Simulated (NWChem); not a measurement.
# TaOClF2; SMILES [O]=[Ta]([F])([F])[Cl]

Program: NWChem. Medium grid unless said otherwise, to which SCAN and Minnesota functionals are sensitive. Coordinates come from a PBE0/def2-SVP optimisation. def2 effective core potentials on Ta; no spin-orbit coupling. Hybrids' shares of exact exchange are those that their runs print; pure functionals count as 0. The functionals differ in more than this share.

```
row             share of exact exchange  highest occupied level (eV)
--------------  -----------------------  ---------------------------
PBE/def2-SVP                       0.00                        -8.30
SCAN/def2-SVP                      0.00                        -8.76
B3LYP/def2-SVP                     0.20                        -9.51
B97-2/def2-SVP                     0.21                        -9.61
M06/def2-SVP                       0.27                     withheld
MN15/def2-SVP                      0.44                       -10.55
```

### Question
Fit a straight line of the last column on the one before it, predict the withheld value, and compare with the run.

### Answer

1. Means of the 5 shown rows: x = 0.170, y = -9.346. Slope Σ(x − x̄)(y − ȳ)/Σ(x − x̄)² = -0.6180/0.1332 = -4.640; intercept -8.557.
2. The shown rows scatter about the line by 0.153 (root mean square); the largest residual is +0.26, at PBE/def2-SVP.
3. At x = 0.27 (M06/def2-SVP; inside the shown range) the line gives -9.81.
4. The run gives -9.86, -0.05 from the line, 0.3 times the scatter.
